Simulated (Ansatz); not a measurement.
Gas-phase electronic energies from Ansatz, PBE0-D4/def2-TZVP geometries. CBS: MP2 limit from def2 TZ/QZ plus the TZ coupled-cluster correction, frozen cores. This one scheme is used for every species, atoms too. Functionals use def2-TZVPP. B3LYP here is the variant with VWN-RPA as its local correlation; programs differ in this. HSE06 is defined as in plane-wave codes. Open shells (•) are unrestricted, without spin–orbit coupling. Spin–orbit coupling would lower the free atoms: a little for B, C, O; strongly for In. def2 core potentials past Kr. Bonds to In are less sure, by a few kJ/mol each and by 10 to 20 or more in all where they break to atoms, as the def2 sets lack core-valence functions.

Consider the atomization: `B1[CH2][InH][O]1` → B• + C• + 4 H• + In• + O•.

| level | ΔE (eV) | difference from CCSD(T)/CBS |
| --- | --- | --- |
| LDA (SPW92) | 33.88 | 4.42 |
| PBE-D4 | 30.01 | 0.55 |
| revPBE-D4 | 29.15 | -0.31 |
| BLYP-D4 | 29.21 | -0.25 |
| r2SCAN-D4 | 29.65 | 0.19 |
| B97M-V | 29.61 | 0.15 |
| PBE0-D4 | 29.41 | -0.05 |
| B3LYP-D4 | 29.22 | -0.24 |
| r2SCAN0-D4 | 29.08 | -0.38 |
| HSE06-D4 | 29.44 | -0.02 |
| BHLYP-D4 | 28.34 | -1.12 |
| ωB97X-V | 29.49 | 0.03 |
| ωB97M-V | 29.51 | 0.05 |
| B2PLYP | 29.06 | -0.40 |
| PBE-QIDH | 29.31 | -0.15 |
| revPBE | 28.70 | -0.76 |
| BLYP | 28.87 | -0.59 |
| r2SCAN | 29.62 | 0.16 |
| PBE0 | 29.29 | -0.17 |
| B3LYP | 28.97 | -0.49 |
| r2SCANh | 29.38 | -0.08 |
| r2SCAN0 | 29.04 | -0.42 |
| HSE06 | 29.32 | -0.14 |
| BHLYP | 28.13 | -1.33 |
| CAM-B3LYP | 29.34 | -0.12 |
| LC-ωPBE | 29.52 | 0.06 |
| HF/def2-SVP | 21.43 | -8.03 |
| MP2/def2-SVP | 28.51 | -0.95 |
| CCSD/def2-SVP | 27.47 | -1.99 |
| CCSD(T)/def2-SVP | 27.84 | -1.62 |
| HF/def2-TZVPP | 21.25 | -8.21 |
| MP2/def2-TZVPP | 29.36 | -0.10 |
| SCS-MP2/def2-TZVPP | 29.01 | -0.45 |
| CCSD(T)/def2-TZVPP | 28.72 | -0.74 |
| HF/def2-QZVPP | 21.31 | -8.15 |
| MP2/def2-QZVPP | 29.80 | 0.34 |
| SCS-MP2/def2-QZVPP | 29.51 | 0.05 |
| HF/CBS(def2) | 21.32 | -8.14 |
| MP2/CBS(def2) | 30.09 | 0.63 |
| CCSD/CBS(def2) | 28.91 | -0.55 |
| CCSD(T)/CBS | 29.46 | 0 |

Largest T1 diagnostic among the species: 0.016.

Leaving LDA and LC-ωPBE aside and taking each functional with its dispersion term where it has one, the values spread over 1.67 eV, from BHLYP-D4 to PBE-D4. LDA lies +4.03 eV from PBE without D4, its usual overbinding. From BLYP to BHLYP (50 % exact exchange), in def2-TZVPP and without D4, ΔE moves by −0.74 eV: exact exchange takes away binding that semilocal exchange gives to molecules. In def2-TZVPP, CCSD(T) changes the Hartree–Fock value by +7.47 eV (the triples alone add +0.54 eV) and MP2 by +8.11 eV; breaking electron pairs costs correlation energy, which Hartree–Fock lacks.

For atomizations the MP2-based limit and the directly extrapolated one differ by several kJ/mol either way, and by 10 to 25 for some Ge, Se and Sn compounds, so smaller differences from it don't rank the levels.
